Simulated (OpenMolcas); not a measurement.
**CH6GeO (SMILES C[O][GeH3]): the HOMO–LUMO gap, rung by rung**

The species is CH6GeO (9 atoms), meant as a singlet with charge 0. SMILES: `C[O][GeH3]`. Geometry: relaxed at PBE0-D4/def2-TZVP.

Quantity: the HOMO–LUMO gap, in eV. The values are calculated.

```
         level           kind     program  value (eV)  CPU time
    HF/cc-pVDZ   Hartree–Fock  OpenMolcas       15.38     6.2 s
 SVWN5/cc-pVDZ            LDA  OpenMolcas        5.46      19 s
  BLYP/cc-pVDZ            GGA  OpenMolcas        5.67      27 s
revPBE/cc-pVDZ            GGA  OpenMolcas        5.76      27 s
r2SCAN/cc-pVDZ       meta-GGA  OpenMolcas        6.39      33 s
 B3LYP/cc-pVDZ  global hybrid  OpenMolcas        7.65      25 s
  PBE0/cc-pVDZ  global hybrid  OpenMolcas        8.16      25 s
B2PLYP/cc-pVDZ  double hybrid  OpenMolcas       10.85      17 s
```

All-electron rows without a relativistic Hamiltonian named are non-relativistic. The values span 5.46 to 15.38 eV. Orbital gaps aren't excitation energies, and those of double hybrids come from the SCF part alone; they tend to grow with the share of exact exchange. Times are those of the runs behind each value, whatever else they computed, on shared processors of several kinds: orders of magnitude only.
